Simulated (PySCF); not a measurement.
Vertical excitations of a molecule C₄H₉Al from PySCF 2.14.0 with TDDFT-PBE/def2-SVPD, as energy in eV (oscillator strength): 4.44 (0.000), 4.53 (0.000), 5.67 (0.134), 5.84 (0.052), 5.93 (0.079), 6.17 (0.020), 6.36 (0.000), 6.40 (0.000), 6.73 (0.012), 6.85 (0.013). Lowest triplet (TDA): 4.00 eV. Coordinates come from a B3LYP-D3(BJ)/def2-SVP optimisation. Other conformers were not sampled.

Identify the compound among the candidates.
A. C=[CH][AlH][CH2]C
B. C=C[CH2][AlH][CH3]
C. C=[CH][Al]([CH3])[CH3]

C, C=[CH][Al]([CH3])[CH3]
